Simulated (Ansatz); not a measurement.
A nudged elastic band was laid between two geometries of CH₄F₂OSi₂ (10 atoms, charge 0, multiplicity 1).

Computed with RKS PBE-D4/STO-3G in Ansatz 0.2.0.

| Quantity | Value |
| --- | --- |
| movable images | 7 |
| climbing image | yes |
| spring | 5.0 eV/Å² |
| optimiser | quadratic models (default) |
| start path | IDPP |
| force threshold | 0.05 eV/Å |
| iteration limit | 57 |
| end points | relaxed |

Initial state:

```xyz
10
Properties=species:S:1:pos:R:3
O -1.583 -1.309 0.730
C -0.657 -0.560 0.298
Si 0.184 -0.810 -1.441
Si 0.059 0.945 1.355
F 1.459 1.431 0.620
F -0.951 2.255 1.329
H 0.139 0.449 -2.173
H -0.477 -1.846 -2.222
H 1.582 -1.174 -1.249
H 0.328 0.567 2.756
```

Final state:

```xyz
10
Properties=species:S:1:pos:R:3
O -2.043 -0.668 0.140
C -0.835 -0.298 0.052
Si 0.449 -1.182 -1.117
Si -0.106 1.213 1.094
F 0.418 2.402 0.069
F -1.231 1.915 2.080
H 1.096 -0.175 -1.948
H -0.178 -2.184 -1.966
H 1.476 -1.816 -0.300
H 1.038 0.742 1.900
```

(1) Which bonds break or form, and what moves?

(2) What energy profile does the band end with?

(3) What is the geometry of the highest image?

The band took 5 iterations and of the order of 100 core-seconds.

Results:

(1) No bond is made or broken. The dihedral O1–C2–Si4–F6 goes from -77 to 0°.

(2) It converged. The highest image is number 7 of 0 to 8, 2.0 kJ/mol above the first end and 0.1 kJ/mol above the last; the last end lies 1.9 kJ/mol above the first. The top lies less than 8 meV above the higher end, about what the thresholds resolve: that end is a shoulder or a very shallow well. A vibrational analysis at the climbing image gives no mode beyond 40i cm⁻¹: the surface is too flat there to confirm a saddle point. Limits of this set-up: minimal basis.

```tsv
image	path coordinate (Å)	energy (kJ/mol)	dihedral O1–C2–Si4–F6 (°)
0	0.00	0.0	-77
1	0.36	0.1	-68
2	0.71	0.4	-58
3	1.07	0.9	-48
4	1.43	1.3	-38
5	1.78	1.7	-28
6	2.14	1.9	-19
7	2.50	2.0	-9
8	2.85	1.9	0
```

(3) 
```xyz
10
Properties=species:S:1:pos:R:3
O -2.028 -0.699 0.192
C -0.828 -0.310 0.072
Si 0.428 -1.154 -1.155
Si -0.091 1.190 1.126
F 0.609 2.292 0.109
F -1.250 2.009 1.973
H 1.029 -0.126 -1.994
H -0.213 -2.156 -1.994
H 1.492 -1.781 -0.382
H 0.937 0.682 2.056
```

Run time: 100 s on 1 thread of Arm Neoverse V1, with other jobs on the host, peak memory 0.1 GiB.
